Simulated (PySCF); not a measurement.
Relaxation of doublet Sc(OH)₂

All numbers come from UPBE in PySCF with Sc def2-SVP, O def2-SVP, H def2-SVP; no relativity; density-fitted integrals. A (50,194) grid was used.

A start displaced from a saddle point along its imaginary mode, of C2v symmetry, held to at least that symmetry:

```xyz
5
charge 0 multiplicity 2, angstrom
Sc    0.0678    0.0114    0.0124
O    -0.4154   -0.0134    1.8136
O     0.2554   -0.0134   -1.8429
H    -0.7528   -0.0407    2.7365
H     0.2675   -0.0407   -2.8255
```

Optimiser trace:
| step | E − E(last) (kJ/mol) | largest gradient (Eh/bohr) |
| --- | --- | --- |
| 0 | 25.27 | 0.01375 |
| 1 | 23.93 | 0.00311 |
| 2 | 23.57 | 0.00343 |
| 3 | 16.15 | 0.01070 |
| 4 | 11.74 | 0.02423 |
| 5 | 9.50 | 0.00854 |
| 6 | 8.20 | 0.00539 |
| 7 | 5.63 | 0.01496 |
| 8 | 4.21 | 0.00896 |
| 9 | 3.18 | 0.00696 |
| 10 | 2.54 | 0.00590 |
| 11 | 2.22 | 0.00340 |
| 12 | 1.25 | 0.00303 |
| 13 | 0.73 | 0.01105 |
| 14 | 0.27 | 0.00231 |
| 15 | 0.13 | 0.00096 |
| 16 | 0.09 | 0.00237 |
| 17 | 0.05 | 0.00172 |
| 18 | 0.00 | 0.00031 |
| 19 | 0.00 | 0.00011 |

It ends at C2v with O–H 0.969 Å (×2), Sc–O 1.840 Å (×2); H–O–Sc 153.9° (×2), O–Sc–O 122.1°. The frequency run here used a shortcut that can spoil soft modes, so no verdict on minimum or saddle point is given. Other isomers or separated fragments may lie lower.

Final geometry:
```xyz
5
charge 0 multiplicity 2, angstrom
Sc    0.3918    0.0657    0.0719
O    -0.7630   -0.0792    1.4976
O    -0.1817   -0.0792   -1.6709
H    -1.6335   -0.2083    1.9025
H    -0.8519   -0.2083   -2.3584
```

With open d or f shells other occupations or spin states may lie lower.

The relaxation took 48 s on 2 threads of a shared Intel Xeon Platinum 8488C (Sapphire Rapids) host, with 69 basis functions and 20 gradients; the process peaked at 0.95 GiB. Launch command: `OMP_NUM_THREADS=2 python axn.py task.json out`.
